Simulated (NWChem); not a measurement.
Molecule: CH2F2OSi; SMILES C([SiH](F)F)=O

```xyz
7

O      0.2253    -2.2903     0.0000
C     -0.4844    -1.2999     0.0000
Si     0.3263     0.4536     0.0000
F     -0.1905     1.2716     1.3118
F     -0.1905     1.2716    -1.3118
H     -1.6180    -1.3934     0.0000
H      1.8147     0.3746     0.0000
```
Atoms are numbered in this order, from 1.

Program: NWChem. Pople sets run with spherical d functions. Structure relaxed at the PBE-D3(BJ)/def2-SVP level. Static field.

### Question
Estimate the computed values for CAM-B3LYP/6-31+G*. Quantities: isotropic polarisability (bohr³); anisotropy (bohr³).

### Answer
```
Quantity                          Result
--------------------------------  ------
isotropic polarisability (bohr³)    36.2
anisotropy (bohr³)                  12.4
```
